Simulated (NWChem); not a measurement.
**CHF$_{2}$ (+1) in NWChem**

```xyz
4

F      1.0521     0.0000    -0.2206
C      0.0000     0.0000     0.4088
F     -1.0521     0.0000    -0.2206
H      0.0000     0.0000     1.5176
```
Charge +1, spin multiplicity 1.

All runs are NWChem calculations. Structure: optimised with PBE0/def2-SVP, a minimum by its harmonic frequencies.

Symmetry labels belong to the abelian group C2v used in the runs, with the axes of the coordinates shown.

The correlated methods keep 3 core orbitals frozen. The spin multiplicity of the parent species was assumed, not shown to be that of its ground state. The structure started from a generated list of species.

Problem. List the 4 singlet excitations that EOM-CCSD/aug-cc-pVDZ, 3 core orbitals frozen gives, with oscillator strengths.

Solution. 
| state | symmetry | energy (eV) | wavelength (nm) | f |
|---|---|---|---|---|
| 1 | b2 | 8.21 | 151 | 0.007 |
| 2 | a2 | 8.86 | 140 | 0.000 |
| 3 | b1 | 10.40 | 119 | 0.160 |
| 4 | a1 | 13.35 | 93 | 0.071 |
These are the lowest roots of each symmetry, so higher states are missing between them.
